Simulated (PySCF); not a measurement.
Species: C3H5AlBrF.
SMILES with atom numbers: `[F:1]/[CH:2]=[CH:3]\[CH2:4][AlH:5][Br:6]` (hydrogens: H7 on C2; H8 on C3; H9, H10 on C4; H11 on Al5)

Structure used (PBE0-D3(BJ)/def2-SVP), in Å, numbered top down from 1:
```
atom  x, y, z in Å
F1     0.4410    1.3835   -0.7529
C2     1.3403    0.7943    0.1400
C3     1.0093   -0.3910    0.6295
C4    -0.2674   -1.0668    0.2348
Al5   -1.3055    0.2647   -0.8041
Br6   -2.6664    1.5798    0.4651
H7     2.1996    1.4424    0.2976
H8     1.7158   -0.8416    1.3363
H9    -0.8043   -1.4038    1.1375
H10   -0.0392   -1.9812   -0.3419
H11   -1.5863    0.1919   -2.3573
```

The calculation used PBE0-D3(BJ)/def2-SVP geometry optimisation, gas phase in PySCF 2.14.0.

Masses are those of the commonest isotopes; rigid-rotor values at the optimised geometry. The values belong to one conformer with, in the numbering `[F:1]/[CH:2]=[CH:3]\[CH2:4][AlH:5][Br:6]`, C2–C3–C4–Al5 -9°, C3–C4–Al5–Br6 -89°.

(1) Give the principal moments of inertia and the rotational constants in MHz.

(2) What kind of rotor is it?

(3) What does the inertial defect say?

(4) Predict some low-J microwave lines.

## Answers

(1) Ia = 135.21, Ib = 500.95, Ic = 530.73 u·Å²; 505379 MHz·u·Å²/I gives A = 3738, B = 1009, C = 952.2 MHz.

(2) A near-prolate asymmetric top. Ray's parameter κ = (2B − A − C)/(A − C) = -0.959; −1 is the prolate and +1 the oblate limit.

(3) Not planar: Δ = Ic − Ia − Ib = -105.43 u·Å². For a rigid frame Δ = −2 Σ m c², so Σ m c² = 52.72 u·Å² lies off the ab plane: 10.58 from hydrogen and 42.13 from heavier atoms. The atom farthest from that plane is 2.50 Å away.

(4) The dipole components are |μa| = 3.95 D, |μb| = 0.09 D, |μc| = 1.19 D. The squared components, which scale the intensities, stand as 1.00 : 0.00 : 0.09 (a : b : c). Some of the stronger lines:

```csv
type,branch,"J(Ka,Kc)",MHz,lower level (cm⁻¹)
a,Q,"3(1,2) ← 3(1,3)",340,0.479
a,R,"1(0,1) ← 0(0,0)",1961,0.000
c,Q,"2(1,2) ← 2(0,2)",2673,0.196
a,R,"2(1,2) ← 1(1,1)",3866,0.156
a,R,"2(0,2) ← 1(0,1)",3921,0.065
a,R,"2(1,1) ← 1(1,0)",3979,0.158
a,R,"3(1,3) ← 2(1,2)",5798,0.285
a,R,"3(0,3) ← 2(0,2)",5880,0.196
a,R,"3(2,2) ← 2(2,1)",5883,0.564
a,R,"3(2,1) ← 2(2,0)",5887,0.564
a,R,"3(1,2) ← 2(1,1)",5968,0.291
c,Q,"3(2,2) ← 3(1,2)",8102,0.490
c,Q,"2(2,1) ← 2(1,1)",8186,0.291
c,R,"2(2,1) ← 1(1,1)",12222,0.156
c,R,"3(3,1) ← 2(2,1)",19669,0.564
```

No PBE0-D3(BJ)/def2-SVP frequencies stand behind this structure, so it isn't proved a minimum. No vibrational averaging or centrifugal distortion is included, and the geometry carries the error of its method. Quadrupole hyperfine structure (27Al, 79Br) is left out.

On an Arm Neoverse V1 with one thread, no GPU (shared host), this took 2.5 min wall and 0.50 GiB of memory at its peak. That covers the optimisation of the geometry.
